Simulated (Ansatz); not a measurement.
Dissociation curve of SiMg, lowest triplet found (which spin is the ground state isn't settled by this scan).

Level of theory: full CI/aug-cc-pVDZ, frozen core (Ansatz, a program for electronic structure).

### Question
Relative to R = 2.61 Å, what are the energies at R = 2.29, 3.37, 6.30, 8.55 Å?

### Answer
7.0 kcal/mol at 2.29 Å, 11.0 kcal/mol at 3.37 Å, 20.3 kcal/mol at 6.30 Å, 20.5 kcal/mol at 8.55 Å.

Also computed but left out beside FCI, since their determinant holds another spin at the minimum (<S²> over 0.7 above the pure value): UHF, UMP2, UCCSD, UCCSD(T), UCCSDT, UCCSDT(Q), UMP2/3-21G, UHF/6-31G*.
